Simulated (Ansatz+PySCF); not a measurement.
Two shapes of singlet BeC2.

Shape 1:

```xyz
3

C     0.0000    0.0000    1.6900
Be    0.0000    0.0000    0.0000
C     0.0000    0.0000   -1.6900
```

Shape 2:

```xyz
3

C     0.0000    0.0000    2.0280
Be    0.0000    0.0000    0.0000
C     0.0000    0.0000   -2.0280
```

Basis set: STO-3G (spherical functions). Frozen core: 3 orbitals. Charge 0, multiplicity 1.

Computed with Ansatz (development build ahead of 0.2.0); the reference of a correlated method needn't be the lowest determinant of its kind.

**Question.** Which shape is lower in energy, and by how much in each method?

**Answer.**

| method | E(2) − E(1) (eV) |
| --- | --- |
| UHF-CCSD | 2.451 |
| UHF-CCSD(T) | 2.440 |

Shape 1 is lower. Caution: large amplitudes, a single reference is doubtful; the reference determinant was not shown to be the lowest; the unrestricted determinant is a mixture of spin states; the determinant may break the point group.
